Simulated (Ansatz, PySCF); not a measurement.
Noncovalent pair: CH6AlN (SMILES C[NH][AlH2]) (first 9 atoms) with NH3 (SMILES N); geometry from B3LYP-D3(BJ)/def2-TZVP, rigid monomers moved along the line of their centres of mass till H4···N10 is 2.73 Å.
(charge 0, multiplicity 1):
```xyz
13

C     -0.501    -0.407     1.562
N     -0.353     0.288     0.291
Al     0.817    -0.009    -1.006
H     -0.356     0.258     2.420
H      0.246    -1.200     1.636
H     -1.485    -0.876     1.665
H     -1.035     1.026     0.187
H      0.736     0.912    -2.284
H      1.861    -1.172    -0.790
N     -0.060     0.148     5.136
H      0.455    -0.570     4.638
H     -1.025     0.091     4.833
H      0.301     1.045     4.829
```

Monomers are frozen at their geometry in the pair; levels with a basis set take the counterpoise correction.

Frozen-core correlation.

Run with Ansatz (Gaussian orbitals); PySCF for the dispersion terms. Each number belongs to the level named beside it.

PBE/def2-TZVPPD gives 0.40 kcal/mol for the interaction energy.

**Question.** Predict the shift from PBE, with its sign, for: PBE-D3(BJ)/def2-TZVPPD, r2SCAN/def2-TZVPPD, B3LYP/def2-TZVPPD, wB97M-V/def2-TZVPPD, MP2/aug-cc-pV(D+d)Z, CCSD(T)/aug-cc-pV(D+d)Z.

**Answer.** PBE-D3(BJ)/def2-TZVPPD -0.71; r2SCAN/def2-TZVPPD -0.20; B3LYP/def2-TZVPPD 0.63; wB97M-V/def2-TZVPPD -0.27; MP2/aug-cc-pV(D+d)Z 0.14; CCSD(T)/aug-cc-pV(D+d)Z -0.03 kcal/mol. 2 of 6 lie above PBE; the widest gap is to PBE-D3(BJ)/def2-TZVPPD.

Ansatz is a program for electronic structure.
